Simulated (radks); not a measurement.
These are the eigenvalues of the occupied orbitals of an atom or ion with whole-number occupations (hartree). All-electron calculation, scalar-relativistic Kohn-Sham, revPBE, spin-polarised, spherical densities, finite nucleus; Fermi nuclear charge, rms radius of each element as measured or else 0.836 A^(1/3) + 0.57 fm. Program: a radial shooting solver on a logarithmic mesh with Libxc functionals.

1s down: -351.6472
1s up: -351.6471
2s up: -44.14470
2s down: -44.11999
2p up: -38.46324
2p down: -38.44487
3s up: -6.30856
3s down: -6.26271
3p up: -4.61518
3p down: -4.57000
3d up: -1.88026
3d down: -1.83680

Which element is it, and in what charge state? The configuration may be excited. Open shells, if any, are filled with parallel spins first.

Answer. Z = 30, zinc, charge +3: Zn3+ in [Ar] 3d9. The list shows which subshells hold electrons but not how many an open one holds; the 1s level, -351.65 hartree, gives Z - s = 26.5 by -(Z - s)^2/2, which with screening and relativity narrows Z to a few neighbours, and the depths of the outer levels then fix element, charge and occupations together.
